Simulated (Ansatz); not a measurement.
Compare A (`CBB(C)[SiH3]`) with its isomer B (`CCBB[SiH3]`).

Computed with Ansatz on PBE0-D4/def2-TZVP structures; ΔE is electronic, products minus reactants. CCSD(T)/CBS is the MP2 limit (def2-TZVPP, def2-QZVPP) plus CCSD(T) − MP2 in def2-TZVPP, frozen cores. Functionals use def2-TZVPP. B3LYP here is the variant with VWN-RPA as its local correlation; programs differ in this. Each species was taken in one conformer, which may not be the lowest.

Problem. Which isomer does CCSD(T)/CBS put lower? Give the gap. (Estimate.)

Solution. Ansatz gave: A, by 12.1 kcal/mol.

Problem. Give E(B) − E(A) in kcal/mol with PBE-D4, PBE0-D4, B3LYP, CCSD/def2-TZVPP, MP2/def2-TZVPP, HF/def2-TZVPP, CCSD(T)/def2-TZVPP. (An estimate is asked.)

Solution. Ansatz gave: PBE-D4 13.6, PBE0-D4 13.1, B3LYP 12.1, CCSD/def2-TZVPP 11.5, MP2/def2-TZVPP 12.6, HF/def2-TZVPP 9.6, CCSD(T)/def2-TZVPP 11.9. None reverses the order clearly.

Largest T1 diagnostic: 0.013.

In def2-TZVPP, CCSD(T) changes the Hartree–Fock value by +2.4 kcal/mol (the triples alone add +0.4 kcal/mol) and MP2 by +3.0 kcal/mol.
